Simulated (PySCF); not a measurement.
These compounds are isomers of formula C7H6FN.

A. SMILES C[C@@]1(F)C=CC(C#N)=C1
B. SMILES [H]/N=C\c1ccccc1F
C. SMILES C=Cc1cncc(F)c1

Spectrum 1. ¹H NMR (500 MHz, computed): δ 8.70 (m, 1H), 8.50 (s, 1H), 7.93 (m, 1H), 6.94 (m, 1H), 6.41 (m, 1H), 5.86 (m, 1H). ¹³C{¹H} NMR (computed): δ 169.8 (C), 151.8 (CH), 143.9 (CH), 140.4 (CH), 138.3 (C), 122.6 (CH2), 121.8 (CH).

Spectrum 2. ¹H NMR (500 MHz, computed): δ 7.14 (m, 1H), 6.67 (m, 1H), 6.28 (m, 1H), 1.62 (m, 3H). ¹³C{¹H} NMR (computed): δ 163.6 (CH), 151.3 (CH), 137.6 (CH), 123.2 (C), 120.0 (C), 106.5 (C), 23.3 (CH3).

Spectrum 3. ¹H NMR (500 MHz, computed): δ 11.89 (br s, 1H), 8.98 (m, 1H), 7.84 (m, 1H), 7.71 (m, 1H), 7.54 (m, 1H), 7.47 (m, 1H). ¹³C{¹H} NMR (computed): δ 172.1 (C), 162.8 (CH), 138.5 (CH), 129.4 (CH), 129.2 (CH), 125.4 (C), 123.0 (CH).

[PySCF 2.14: GFN2-xTB structure; σ from GIAO-PBE0/pcSseg-1; no solvent model; one computed conformer; equivalent nuclei averaged; relativity neglected]

Scale: ¹H (31.72 ppm) and ¹³C (186.93 ppm) against TMS (reference shieldings calculated alike). Splittings of carbon signals by F and P are missing where no couplings were computed. Where no couplings were computed, multiplicities follow the n + 1 count of equivalent neighbours, and m marks all less simple cases (inequivalent or close neighbours, rings, F or P nearby). Shifts are as computed. Against solution values, carbons near 30 ppm lie about +3 ppm off and those near 130 ppm about +5 ppm (rms about the fit 2.1 ppm; single classes can miss by 10 ppm). Of 1328 compounds with measured shifts, 309 miss one by over three times the rms of a fit or turn the order of signals round; such compounds aren't used in these exercises. Signals without a measured value on file couldn't be tested in this way; 1H shifts scatter by 0.2 ppm about their fit, and single ones miss by 0.5 ppm. OH and NH positions are gas-phase values without hydrogen bonding to other molecules.

Which spectrum belongs to which compound?

Answers

1–C, 2–A, 3–B.

- Spectrum 1 (C): 7 ¹³C signals; δC 169.8 is an aromatic carbon bearing fluorine; δC 151.8 is an aromatic CH next to a ring nitrogen.
- Spectrum 2 (A): 7 ¹³C signals; δC 163.6 is an alkene CH; δC 151.3 is an alkene CH.
- Spectrum 3 (B): 7 ¹³C signals; δC 172.1 is an aromatic carbon bearing fluorine; δC 138.5 is an aromatic CH.
